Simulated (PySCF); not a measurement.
**Zirconium: a sound run and one with changed settings**

Sound run: Zr [Kr] 4d2 5s2, Zr⁺ [Kr] 4d2 5s1. Computed with PySCF 2.14 in aug-cc-pVDZ-PP with ECP28MDF (5s5p4d2f, 54 functions), with a scalar-relativistic core potential. In the sound run the correlated levels freeze 4s2 4p6 outside the core potential. The sound run starts from symmetry-adapted Hartree-Fock orbitals and uses a fine grid where one is needed.

Changed run: all electrons correlated in a basis built for the valence shell.

| species | method | sound run (hartree) | changed run (hartree) | converged |
| --- | --- | --- | --- | --- |
| Zr | MP2 | -46.34290 | -46.49963 | yes |
| Zr⁺ | MP2 | -46.11944 | -46.26552 | yes |

Ionisation energy of Zr:

```tsv
method	sound run (eV)	changed run (eV)
UHF	5.219	5.219
MP2	6.080	6.370
SCS-MP2	6.252	6.450
```

A valence basis has no tight correlating functions, so it recovers only part of the core correlation, and not evenly between atom and ion.

For comparison, NIST gives 6.634 eV between the lowest levels.
